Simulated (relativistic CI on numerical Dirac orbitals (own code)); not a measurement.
## Slater's F² for Ar IV from its measured terms

Problem. The ground configuration 3s²3p³ of Ar IV has the measured levels ⁴S: 0.0 (J = 3/2); ²D: 21090.6 (J = 3/2), 21219.8 (J = 5/2); ²P: 34854.6 (J = 1/2), 35032.4 (J = 3/2) cm⁻¹ (Saloman, J. Phys. Chem. Ref. Data 39, 033101 (2010)). Test the one-configuration theory of p3 and extract F²(3p,3p).

Working.
1. Centres of gravity, weighted by 2J + 1: ⁴S 0.0, ²D 21168.1, ²P 34973.1 cm⁻¹. To first order spin-orbit coupling drops out of them.
2. Slater-Condon theory gives ²D − ⁴S = 9F²/25 and ²P − ²D = 6F²/25, so the ratio of the upper interval to the lower is 6/9 = 0.667, whatever F².
3. Measured intervals: 21168.1 and 13805.0 cm⁻¹, ratio 0.652.
4. F² from the lower interval is 58800 and from the upper 57521 cm⁻¹.

Check. The radial integral calculated for this configuration (Dirac-KLI orbitals, unscaled) is F² = 71755 cm⁻¹; the two empirical values are 82 % and 80 % of it. The ratio is close to the theoretical one, partly by a balance of effects: correlation narrows both intervals, and second-order spin-orbit coupling (ζ = 1214 cm⁻¹) shifts the centres as well.
